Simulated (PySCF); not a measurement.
## Cost of excited-state runs on 2-pyridinemethanol (SMILES OCc1ccccn1)

Molfile (atoms numbered from 1):
```
C6H7NO
     RDKit          3D

 15 15  0  0  0  0  0  0  0  0999 V2000
    2.6995   -0.1577    0.3314 O   0  0  0  0  0  0  0  0  0  0  0  0
    1.7436   -1.1551    0.2879 C   0  0  0  0  0  0  0  0  0  0  0  0
    0.3973   -0.6180   -0.1417 C   0  0  0  0  0  0  0  0  0  0  0  0
   -0.7420   -1.4214   -0.2609 C   0  0  0  0  0  0  0  0  0  0  0  0
   -1.9309   -0.8278   -0.6637 C   0  0  0  0  0  0  0  0  0  0  0  0
   -1.9495    0.5419   -0.9346 C   0  0  0  0  0  0  0  0  0  0  0  0
   -0.7653    1.2554   -0.7872 C   0  0  0  0  0  0  0  0  0  0  0  0
    0.3756    0.6860   -0.4006 N   0  0  0  0  0  0  0  0  0  0  0  0
    2.2203    0.6471    0.0570 H   0  0  0  0  0  0  0  0  0  0  0  0
    2.0324   -1.9643   -0.4148 H   0  0  0  0  0  0  0  0  0  0  0  0
    1.6213   -1.6431    1.2771 H   0  0  0  0  0  0  0  0  0  0  0  0
   -0.6885   -2.4903   -0.0400 H   0  0  0  0  0  0  0  0  0  0  0  0
   -2.8400   -1.4255   -0.7670 H   0  0  0  0  0  0  0  0  0  0  0  0
   -2.8637    1.0458   -1.2534 H   0  0  0  0  0  0  0  0  0  0  0  0
   -0.7317    2.3316   -0.9884 H   0  0  0  0  0  0  0  0  0  0  0  0
  1  2  1  0
  2  3  1  0
  3  4  2  0
  4  5  1  0
  5  6  2  0
  6  7  1  0
  7  8  2  0
  8  3  1  0
  1  9  1  0
  2 10  1  0
  2 11  1  0
  4 12  1  0
  5 13  1  0
  6 14  1  0
  7 15  1  0
M  END
```

PySCF with density fitting, on 1 thread of an Arm Neoverse V2, shared host. Command: `OMP_NUM_THREADS=1 python excited_run.py task.json out`

Q: How long does each of these runs take, and how much memory?
- first hyperpolarisability, CAM-B3LYP/aug-cc-pVDZ; writes grids
- excited states, wB97X-D/def2-TZVP; Tamm-Dancoff; spin-orbit couplings; 6 states; 5 triplets; quadratic response for 4 states; IEF-PCM ethanol
- excited states, wB97X-D/def2-TZVP; Tamm-Dancoff; spin-orbit couplings; 6 states; 5 triplets; quadratic response for 4 states; writes grids
- excited states, CAM-B3LYP/aug-cc-pVDZ; two-photon moments; 8 states; quadratic response for 6 states; 0 triplets

A: 
| run | level | basis functions | wall time | peak memory (GiB) |
| --- | --- | --- | --- | --- |
| first hyperpolarisability | CAM-B3LYP/aug-cc-pVDZ | 247 | 46 s | 0.95 |
| excited states | wB97X-D/def2-TZVP | 290 | 55 s | 1.2 |
| excited states | wB97X-D/def2-TZVP | 290 | 62 s | 1.1 |
| excited states | CAM-B3LYP/aug-cc-pVDZ | 247 | 56 s | 1 |

Times from a shared host are rough.
